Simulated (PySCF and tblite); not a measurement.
Molecule: C₄H₉FGe, numbered as in [CH3:1][Ge:2]1([F:3])[CH2:4][CH2:5][CH2:6]1; H named by carrier, a and b as here (ring torsion 38°, Å):

```
C1       2.593    0.223    0.153
Ge2      0.630   -0.251    0.089
F3       0.692   -2.016    0.369
C4      -0.853    0.051   -1.262
C5      -1.805   -0.253   -0.102
C6      -1.064    0.420    1.053
H1a      3.113   -0.331   -0.622
H1b      2.993   -0.057    1.122
H1c      2.727    1.286   -0.004
H4a     -0.981   -0.570   -2.144
H4b     -0.896    1.099   -1.547
H5a     -1.871   -1.327    0.063
H5b     -2.814    0.137   -0.257
H6a     -1.123    1.502    0.993
H6b     -1.347    0.087    2.047
```

The ring torsion 2–4–5–6 is restrained (values as reached) and the rest relaxed at GFN2-xTB. Energies: PBE0/pcSseg-1 + D3(BJ). Couplings: B3LYP/pcseg-1 with H pcJ-1 F pcJ-1, gas phase, for ¹H, ¹⁹F. (tblite 0.8, PySCF 2.14.)

One held structure gave ³J(H4a,H5b) = 16.0, ³J(H5b,H6b) = 15.9, ³J(H4b,H5a) = 0.7, ³J(H5a,H6a) = 0.7, ³J(F3,H4b) = 0.2, ³J(F3,H6a) = 0.3, ⁴J(F3,H5b) = -4.3, ³J(H4a,H5a) = 8.9 Hz. Computed couplings to fluorine can be off by tens of per cent at such levels.

**Question.** At which ring torsion was it held?
A. 8°
B. -8°
C. -24°
D. 24°
E. -38°
F. 38°

**Answer.** E. It lies 3.62 kcal/mol above the lowest point.

GFN2-xTB flattens four-membered rings, so the relaxed shapes are rough. Spin–orbit effects of heavy atoms are missing.
